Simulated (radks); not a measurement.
Results of a calculation; reference values are marked as such.
Ionisation of the hafnium ion Hf57+, [Ne] 3s2 3p3, to Hf58+, [Ne] 3s2 3p2, under several functionals. Dirac Kohn-Sham, spin-unpolarised, spherical densities, finite nucleus; open shells fill j = l - 1/2 first; a radial shooting solver on a logarithmic mesh with Libxc functionals.

functional                                      E(Hf57+) (hartree)  Exc (hartree)  IE (eV)  -e(HOMO) (eV)  <r> HOMO (bohr)  IE error (eV)
LDA (Slater exchange, VWN5 correlation)                -11568.4831      -147.2737   5718.9         5658.5           0.1913           +5.9
LDA (Slater exchange, Perdew-Wang correlation)         -11568.4772      -147.2679   5718.9         5658.5           0.1913           +5.9
PW91                                                   -11578.6478      -157.5116   5720.8         5660.6           0.1913           +7.8
exchange-only PBE                                      -11577.1071      -155.9629   5718.2         5658.0           0.1914           +5.2
PBE                                                    -11577.7704      -156.6273   5719.9         5659.8           0.1914           +6.9
exchange-only B88                                      -11578.0260      -156.8907   5719.0         5658.7           0.1913           +6.0
BLYP                                                   -11578.8105      -157.6756   5720.5         5660.3           0.1913           +7.5
OLYP                                                   -11578.9113      -157.7918   5723.8         5663.9           0.1913          +10.8
HCTH/407                                               -11578.2112      -157.0963   5727.2         5667.3           0.1912          +14.2

NIST Atomic Spectra Database: 5713 eV (theoretical). Closest: exchange-only PBE. The Delta-SCF values span 8.96 eV, the total energies 10.43 hartree. The highest occupied level is 3p3/2. Spin polarisation and multiplet splitting are left out, so open shells lie too high by an amount that depends on their filling.

Beside tabulated values, note that spin-unpolarised runs miss the spin-polarisation part of the exchange energy of open shells.
